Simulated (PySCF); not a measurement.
## Deuteron quadrupole couplings in 2,3-hexanedione

Compound: 2,3-hexanedione, C6H10O2.
Geometry (GFN2-xTB, Å), atoms numbered from 1 in this order:
```xyz
18
C6H10O2 angstrom
C      3.0443    0.0572   -0.1361
C      1.6979   -0.6378   -0.2833
C      0.5385    0.3501   -0.2177
C     -0.7943   -0.3083   -0.4124
O     -0.9629   -1.4860   -0.6118
C     -1.9941    0.6612   -0.3494
C     -3.3252   -0.0161   -0.4282
O     -1.8290    1.8511   -0.2449
H      3.1123    0.5665    0.8229
H      3.1873    0.7921   -0.9255
H      3.8513   -0.6687   -0.1958
H      1.5765   -1.3800    0.5077
H      1.6555   -1.1688   -1.2362
H      0.6368    1.1236   -0.9854
H      0.5186    0.8752    0.7418
H     -3.4553   -0.6365    0.4575
H     -3.3393   -0.6816   -1.2889
H     -4.1275    0.7131   -0.4906
```

Level: PBE0/pcSseg-1 (PySCF, non-relativistic); Q(2H) = 0.00286 b; rigid geometry, the same for H and D, with no vibrational averaging.

Question: Tabulate Vzz, the asymmetry η and χzz = 234.96 MHz × Q × Vzz for every hydrogen position.

Answer: 
```json
{"atom": "H9", "bonded to": "C1", "bond length (Å)": "1.088", "Vzz (au)": "0.3141", "η": "0.02", "χzz (kHz)": "211"}
{"atom": "H10", "bonded to": "C1", "bond length (Å)": "1.088", "Vzz (au)": "0.3142", "η": "0.02", "χzz (kHz)": "211"}
{"atom": "H11", "bonded to": "C1", "bond length (Å)": "1.087", "Vzz (au)": "0.3166", "η": "0.02", "χzz (kHz)": "213"}
{"atom": "H12", "bonded to": "C2", "bond length (Å)": "1.092", "Vzz (au)": "0.3035", "η": "0.03", "χzz (kHz)": "204"}
{"atom": "H13", "bonded to": "C2", "bond length (Å)": "1.092", "Vzz (au)": "0.3027", "η": "0.03", "χzz (kHz)": "203"}
{"atom": "H14", "bonded to": "C3", "bond length (Å)": "1.094", "Vzz (au)": "0.2989", "η": "0.04", "χzz (kHz)": "201"}
{"atom": "H15", "bonded to": "C3", "bond length (Å)": "1.094", "Vzz (au)": "0.2998", "η": "0.05", "χzz (kHz)": "201"}
{"atom": "H16", "bonded to": "C7", "bond length (Å)": "1.089", "Vzz (au)": "0.3111", "η": "0.04", "χzz (kHz)": "209"}
{"atom": "H17", "bonded to": "C7", "bond length (Å)": "1.088", "Vzz (au)": "0.3105", "η": "0.04", "χzz (kHz)": "209"}
{"atom": "H18", "bonded to": "C7", "bond length (Å)": "1.086", "Vzz (au)": "0.3144", "η": "0.01", "χzz (kHz)": "211"}
```

Question: How does χzz go with the bond length over the 10 C–H bonds?

Answer: A straight-line fit has a slope of -15.1 kHz for each 0.01 Å, with a correlation coefficient of -0.97, over lengths from 1.086 to 1.094 Å. The longer bonds have the smaller couplings here.

Question: Give the 2H NMR doublet splittings at H17 for a magnetic field along the z, y and x axes of the gradient: 3χ/2, 3χ(1 + η)/4, 3χ(1 − η)/4.

Answer: With |χ| = 208.7 kHz and η = 0.043: 313, 163 and 150 kHz, to first order and without motion.

One conformer (not necessarily the lowest) at the GFN2-xTB geometry, without solvent, vibrations or thermal averaging. GFN2-xTB bond lengths can be off by several hundredths of an ångström, more for odd bonds, and the gradients follow them. With so small a basis the couplings can be 20 % off.

These values come from a run that also computed NMR shieldings. On one thread, Arm Neoverse V1 (aarch64) (shared host), this took 27 s and 0.87 GiB of memory at its peak.
